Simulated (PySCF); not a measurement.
Mo(OH)3 (H3MoO3), SMILES [OH][Mo]([OH])[OH] (connectivity only; charge and spin as stated), neutral, multiplicity 4.

Geometry: B3LYP-D3(BJ)/def2-SVP. The spin state was assumed, not searched. The def2 effective core potentials stand for the cores of Mo; spin–orbit coupling is left out. One conformer was computed; it need not be the lowest.

Computed with B3LYP-D3(BJ)/def2-SVP run with PySCF.

Frequencies are harmonic and unscaled.

Computed harmonic wavenumbers and intensities:
```tsv
mode	ν (cm⁻¹)	IR (km/mol)	moving atoms (share of kinetic energy)
1	149	4.6	O 56 %, Mo 33 %, H 11 %
2	167	0.0	O 76 %, H 12 %, Mo 12 %
3	171	0.3	O 77 %, Mo 12 %, H 11 %
4	367	134.2	H 87 %, O 13 %
5	389	72.0	H 90 %, O 10 %
6	428	199.8	H 89 %, O 11 %
7	649	192.6	H 85 %, O 15 %
8	658	266.4	H 79 %, O 19 %
9	668	6.6	H 93 %
10	681	0.4	O 98 %
11	703	119.9	O 66 %, Mo 22 %, H 12 %
12	704	148.2	O 69 %, Mo 23 %, H 8 %
13	3772	118.0	H 94 %
14	3777	92.2	H 94 %
15	3780	50.9	H 94 %
```
